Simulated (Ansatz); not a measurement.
System: sum formula GeBr₂F₂ (charge 0, singlet). 
Structure (B3LYP-D3(BJ)/def2-TZVP (Ansatz, a quantum-chemistry and plane-wave program) minimum search):
```
Ge
F 1 1.7207
F 1 1.7207 2 105.24
Br 1 2.2725 2 109.16 3 117.06
Br 1 2.2725 2 109.16 3 -117.06
```
Charge 0, spin multiplicity 1.

Dipole moments at this geometry, in debye (magnitudes).

| level | program | dipole (D) |
|---|---|---|
| SVWN5/def2-TZVPD | Ansatz | 1.64 |
| PBE/def2-TZVPD | Ansatz | 1.57 |
| BLYP/def2-TZVPD | Ansatz | 1.61 |
| revPBE/def2-TZVPD | Ansatz | 1.53 |
| r2SCAN/def2-TZVPD | Ansatz | 1.56 |
| PBE0/def2-TZVPD | Ansatz | 1.66 |
| r2SCANh/def2-TZVPD | Ansatz | 1.60 |
| r2SCAN0/def2-TZVPD | Ansatz | 1.66 |
| HSE06/def2-TZVPD | Ansatz | 1.65 |
| CAM-B3LYP/def2-TZVPD | Ansatz | 1.70 |
| wB97M-V/def2-TZVPD | Ansatz | 1.64 |
| wB97X-V/def2-TZVPD | Ansatz | 1.62 |
| CCSD(T)/aug-cc-pVDZ | Ansatz | 1.69 |
